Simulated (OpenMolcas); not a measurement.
Pt4+ in a point-charge field

Pt4+ among 6 point charges of -1.5 e arranged as a trigonal antiprism (D3d), 2.08 Å from the ion, with a polar angle of 63.0° against the regular 54.74°.

* Program: OpenMolcas 26.06
* Method: SS-CASPT2, IPEA 0.25 Eh, imaginary shift 0.1 Eh (closed shells correlated: 5s 5p)
* Basis: ANO-RCC-VDZP [7s6p4d2f]
* Scalar Hamiltonian: DKH2, point nucleus
* Active space: 6 electrons in 5 orbitals (5d)
* State averaging: 2S+1 = 5 even, 5 roots; 2S+1 = 3 even, 45 roots; 2S+1 = 1 even, 50 roots
* Spin-orbit coupling: RASSI with atomic mean-field integrals over the reference wave functions

The lowest spin-free states (labels of D3, the rotations of D3d), above the lowest:

| State | Degeneracy | E (cm-1) | Free-ion L (%) |
| --- | --- | --- | --- |
| 5A1 | 1 | 0 | D (100) |
| 5E | 2 | 3610 | D (100) |
| 5E | 2 | 11490 | D (100) |
| 3A2 | 1 | 16140 | H (50) |
| 3E | 2 | 16930 | H (58) |
| 3E | 2 | 18570 | H (64) |
| 3A1 | 1 | 20330 | H (73) |
| 3E | 2 | 20700 | H (56) |
| 3A1 | 1 | 21060 | G (67) |
| 1A1 | 1 | 21610 | I (48) |
| 3E | 2 | 23040 | H (58) |
| 3E | 2 | 23290 | G (41) |
| 3A2 | 1 | 23430 | H (52) |
| 1A2 | 1 | 24360 | I (80) |
| 3E | 2 | 24830 | G (50) |
| 3A2 | 1 | 25600 | G (43) |
| 1E | 2 | 25990 | I (54) |
| 3A1 | 1 | 26260 | F (67) |
| 3E | 2 | 26990 | G (32) |
| 3A2 | 1 | 27020 | F (45) |

The lowest levels with spin-orbit coupling:

```csv
E (cm-1),Degeneracy,Label,2S+1,g
0,1,A1,5 (76 %),
500,2,E,5 (78 %),0.00 0.00 3.18
1710,2,E,5 (78 %),0.00 0.00 6.24
3670,1,A1,5 (72 %),
3880,1,A2,5 (75 %),
6230,2,E,5 (74 %),0.00 0.00 9.21
6940,2,E,5 (64 %),0.00 0.00 5.06
9090,1,A1,5 (65 %),
9870,2,E,5 (84 %),0.00 0.00 0.94
10330,1,A2,5 (90 %),
12470,2,E,5 (59 %),0.00 0.00 4.96
14840,2,E,5 (64 %),0.00 0.00 3.09
15110,1,A1,5 (67 %),
15430,1,A2,5 (73 %),
16650,2,E,5 (59 %),0.00 0.00 1.83
16800,1,A1,3 (44 %),
17770,1,A1,5 (57 %),
18650,2,E,3 (53 %),0.00 0.00 0.79
18700,2,E,3 (65 %),0.00 0.00 1.34
19290,1,A2,3 (47 %),
```

Powder χT (cm3 K/mol): 0.0267 at 2 K, 0.133 at 10 K, 0.667 at 50 K, 1.33 at 100 K, 2.5 at 200 K, 3.24 at 300 K. The effective moment at 300 K is 2.828 √(χT) = 5.09 μB.

Roots that are degenerate in the reference are averaged as groups; the widest CASPT2 spread within a group is 57 cm-1 (the 2-fold group of multiplicity 1 near 37500 cm-1 above the lowest state of its run). Shifts and gaps below about the spread of the groups concerned are not significant. Spin-orbit coupling mixes the spin-free states strongly: the lowest level takes only 58 % from its leading state, 5A1. Point charges give a weaker field than real ligands, and real ions of this kind are as a rule low spin; the high spin found here belongs to the model. Free-ion shares, where given, are those of the reference states; single-state CASPT2 does not remix them. Point charges carry no covalency, so the field is a model and not that of real ligands. No measured value stands beside these numbers.

With an even number of electrons the g values are those of a degenerate or nearly degenerate non-Kramers pair.
